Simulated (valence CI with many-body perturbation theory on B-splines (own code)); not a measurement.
# Rh XXXI: electric-dipole lines

Level of theory: valence CI with perturbative core correlation (CI+MBPT): five valence electrons over a frozen Dirac-Fock core [Ne], radial functions for each j: 11 s, 11 p, 10 d, 8 f, 5 g, 2 h, with the one-electron correlation potential Σ1, the two-electron term Σ2, the three-electron term Σ3, Breit, model QED; selected CI, second order for the rest, scaled by the run's own slope (own B-spline code, finite nucleus).

The last digits are not significant, and no measured levels were compared; by estimate large intervals hold to a few tenths of a per cent, small ones and those within an open d or f shell to about a per cent. Among the levels kept, up to 3700 cm⁻¹ of a level comes from second order outside the variational space, and about a tenth of that is noise between levels of different J, which matters for small intervals.

Lines 201 to 250 of 580 in falling wavelength, among levels below 2922300 cm⁻¹, chosen from the strongest by gf and those to the six lowest levels. Wavelengths and rates use the calculated energies. Electric multipoles are in the length gauge with retardation, E1 and E2 with the static RPA response of the core. Weak lines are less certain than strong ones. Lines between different terms over intervals too small for the method are left out, as are lines whose strength nearly cancels. Where a level lies close to another of its J and parity, the split of strength between their lines is uncertain. The highest levels of a list are the least certain.

Levels are named by their leading jj configuration (3d3/2^4 stands for four electrons in 3d with j = 3/2), which in mixed levels can hold well under half, so a name can repeat and another be missing. Letters in brackets count levels of one name in rising energy.

```tsv
λ vac (Å)	Upper	Lower	A (s⁻¹)	log gf	Branch %
89.84	(3s 3p3/2^3 3d5/2) J=5/2 [b]	(3s^2 3p3/2^2 3d5/2) J=5/2 [a]	5.20e+10	-0.42	13.2
89.79	(3s^2 3p3/2 3d3/2 3d5/2) J=1/2 [a]	(3s^2 3p1/2 3p3/2 3d5/2) J=3/2 [b]	8.02e+10	-0.71	26.5
89.65	(3s^2 3p1/2 3d3/2 3d5/2) J=3/2 [a]	(3s^2 3p1/2 3p3/2 3d5/2) J=3/2 [a]	3.08e+10	-0.83	13.6
89.58	(3s 3p1/2 3p3/2^2 3d5/2) J=5/2 [c]	(3s 3p1/2 3p3/2^3) J=5/2	1.02e+10	-1.13	12.9
89.57	(3s 3p1/2^2 3d3/2 3d5/2) J=3/2	(3s 3p1/2^2 3p3/2 3d3/2) J=1/2 [a]	1.44e+10	-1.16	41.2
89.56	(3s^2 3p3/2 3d5/2^2) J=5/2 [b]	(3s^2 3p3/2^2 3d5/2) J=5/2 [b]	1.89e+10	-0.86	5.4
89.50	(3s 3p1/2 3p3/2^2 3d5/2) J=3/2 [f]	(3s^2 3p1/2 3p3/2 3d5/2) J=3/2 [c]	4.90e+10	-0.63	15.8
89.50	(3s 3p1/2 3p3/2^2 3d5/2) J=5/2 [a]	(3s 3p1/2 3p3/2^3) J=3/2	1.65e+10	-0.93	20.5
89.35	(3s^2 3p3/2 3d5/2^2) J=7/2	(3s^2 3p3/2^2 3d5/2) J=5/2 [b]	2.91e+11	0.45	90.5
89.18	(3s 3p1/2 3p3/2^2 3d5/2) J=5/2 [f]	(3s^2 3p1/2 3p3/2 3d5/2) J=7/2 [a]	1.05e+10	-1.13	5.7
89.16	(3s 3p1/2 3p3/2^2 3d5/2) J=5/2 [d]	(3s^2 3p1/2 3p3/2 3d3/2) J=5/2 [a]	3.35e+10	-0.62	22.9
89.11	(3s 3p1/2 3p3/2^3) J=3/2	(3s^2 3p1/2^2 3p3/2) J=3/2	7.24e+09	-1.46	31.8
89.04	(3s 3p1/2 3p3/2^2 3d5/2) J=3/2 [a]	(3s 3p1/2 3p3/2^3) J=5/2	4.59e+10	-0.66	26.5
88.99	(3s 3p1/2 3p3/2^2 3d5/2) J=5/2 [h]	(3s^2 3p1/2 3p3/2 3d3/2) J=5/2 [b]	2.90e+10	-0.69	12.7
88.97	(3s^2 3p3/2 3d3/2 3d5/2) J=5/2 [e]	(3s^2 3p3/2^2 3d5/2) J=3/2	1.31e+11	-0.03	34.3
88.96	(3s^2 3p3/2^2 3d5/2) J=1/2	(3s^2 3p1/2 3p3/2^2) J=1/2	6.37e+10	-0.82	79.6
88.89	(3s 3p1/2^2 3p3/2 3d3/2) J=7/2 [b]	(3s 3p1/2^2 3p3/2^2) J=5/2	1.34e+10	-0.90	67.5
88.83	(3s^2 3p3/2 3d3/2 3d5/2) J=1/2 [b]	(3s^2 3p3/2^2 3d3/2) J=3/2 [a]	8.82e+10	-0.68	18.7
88.82	(3s 3p3/2^3 3d5/2) J=9/2	(3s^2 3p1/2 3p3/2 3d5/2) J=7/2 [b]	6.81e+09	-1.09	6.3
88.72	(3s 3p3/2^3 3d5/2) J=3/2 [b]	(3s^2 3p3/2^2 3d5/2) J=5/2 [b]	3.46e+10	-0.79	8.0
88.72	(3s^2 3p3/2^2 3d3/2) J=3/2 [b]	(3s^2 3p3/2^3) J=3/2	3.36e+10	-0.80	13.6
88.46	(3s 3p1/2 3p3/2^2 3d5/2) J=5/2 [e]	(3s^2 3p1/2 3p3/2 3d3/2) J=7/2	4.27e+10	-0.52	24.0
88.45	(3s 3p1/2 3p3/2^2 3d3/2) J=3/2 [f]	(3s 3p1/2 3p3/2^3) J=3/2	2.05e+10	-1.02	12.7
88.35	(3s 3p3/2^3 3d5/2) J=7/2 [a]	(3s^2 3p1/2 3p3/2 3d5/2) J=7/2 [b]	2.13e+10	-0.70	12.7
88.27	(3s 3p3/2^3 3d3/2) J=3/2	(3s^2 3p3/2^2 3d3/2) J=3/2 [a]	8.05e+10	-0.42	19.9
88.26	(3s 3p3/2^3 3d5/2) J=1/2	(3s 3p3/2^4) J=1/2	1.65e+11	-0.41	28.2
88.25	(3s 3p1/2 3p3/2^2 3d5/2) J=5/2 [h]	(3s^2 3p1/2 3p3/2 3d3/2) J=3/2 [b]	1.05e+10	-1.13	4.6
88.25	(3s 3p3/2^3 3d3/2) J=3/2	(3s^2 3p3/2^2 3d3/2) J=5/2	4.21e+10	-0.71	10.4
88.16	(3s 3p1/2 3p3/2^2 3d5/2) J=3/2 [d]	(3s^2 3p1/2 3p3/2 3d5/2) J=5/2 [a]	2.06e+10	-1.02	7.5
88.08	(3s^2 3p3/2 3d3/2 3d5/2) J=7/2 [d]	(3s^2 3p3/2^2 3d5/2) J=5/2 [a]	2.57e+10	-0.62	6.4
88.04	(3s 3p3/2^3 3d5/2) J=7/2 [c]	(3s^2 3p3/2^2 3d5/2) J=9/2	3.89e+10	-0.44	13.0
88.02	(3s 3p1/2 3p3/2^2 3d5/2) J=5/2 [g]	(3s^2 3p1/2 3p3/2 3d5/2) J=3/2 [a]	2.66e+10	-0.73	13.6
88.01	(3s 3p1/2 3p3/2^2 3d5/2) J=5/2 [i]	(3s^2 3p1/2 3p3/2 3d5/2) J=7/2 [b]	1.43e+11	0.00	49.0
87.94	(3s^2 3p3/2 3d5/2^2) J=1/2	(3s^2 3p1/2 3p3/2 3d5/2) J=1/2	3.87e+10	-1.05	14.2
87.91	(3s 3p1/2 3p3/2^2 3d3/2) J=1/2 [f]	(3s^2 3p1/2 3p3/2 3d5/2) J=3/2 [a]	6.01e+10	-0.86	22.6
87.85	(3s^2 3p3/2 3d3/2 3d5/2) J=11/2	(3s^2 3p3/2^2 3d5/2) J=9/2	5.59e+10	-0.11	57.0
87.81	(3s^2 3p3/2 3d3/2 3d5/2) J=1/2 [b]	(3s^2 3p3/2^2 3d3/2) J=1/2	3.69e+10	-1.07	7.8
87.77	(3s 3p1/2 3p3/2^2 3d5/2) J=7/2 [e]	(3s^2 3p1/2 3p3/2 3d5/2) J=7/2 [a]	3.22e+10	-0.53	14.9
87.56	(3s 3p3/2^3 3d5/2) J=3/2 [b]	(3s 3p3/2^4) J=1/2	8.16e+10	-0.43	18.8
87.52	(3s 3p1/2 3p3/2^2 3d5/2) J=5/2 [f]	(3s^2 3p1/2 3p3/2 3d3/2) J=7/2	7.18e+10	-0.31	38.9
87.51	(3s^2 3p1/2 3d3/2 3d5/2) J=7/2 [b]	(3s 3p1/2 3p3/2^3) J=5/2	5.12e+10	-0.33	50.2
87.48	(3s^2 3p3/2 3d3/2 3d5/2) J=7/2 [c]	(3s^2 3p3/2^2 3d3/2) J=5/2	4.35e+10	-0.40	12.7
87.46	(3s^2 3p1/2 3p3/2 3d3/2) J=3/2 [b]	(3s^2 3p1/2 3p3/2^2) J=3/2	9.96e+09	-1.34	2.8
87.45	(3s 3p1/2 3p3/2^2 3d5/2) J=3/2 [b]	(3s^2 3p1/2 3p3/2 3d3/2) J=5/2 [a]	1.58e+10	-1.14	7.8
87.43	(3s^2 3p1/2 3d3/2 3d5/2) J=3/2 [b]	(3s^2 3p1/2 3p3/2 3d3/2) J=5/2 [b]	1.66e+10	-1.12	5.2
87.34	(3s^2 3p1/2 3p3/2 3d5/2) J=3/2 [b]	(3s^2 3p1/2 3p3/2^2) J=5/2	1.49e+11	-0.17	62.6
87.26	(3s 3p3/2^3 3d3/2) J=3/2	(3s^2 3p3/2^2 3d3/2) J=1/2	6.08e+10	-0.56	15.0
87.17	(3s 3p3/2^3 3d5/2) J=3/2 [b]	(3s^2 3p3/2^2 3d5/2) J=3/2	1.58e+11	-0.14	36.5
87.16	(3s^2 3p1/2 3d3/2^2) J=5/2	(3s^2 3p1/2^2 3d3/2) J=3/2 [b]	1.13e+10	-1.11	13.5
87.08	(3s 3p1/2 3p3/2^2 3d3/2) J=3/2 [a]	(3s 3p1/2^2 3p3/2^2) J=5/2	2.89e+09	-1.88	23.3
```

(1) How does gf follow from A for the line at 88.45 Å?

Results:

(1) gf = 1.4992 × (2J+1)_upper × A / σ², with σ = 1130559 cm⁻¹ and 2J+1 = 4: gf = 0.0962.
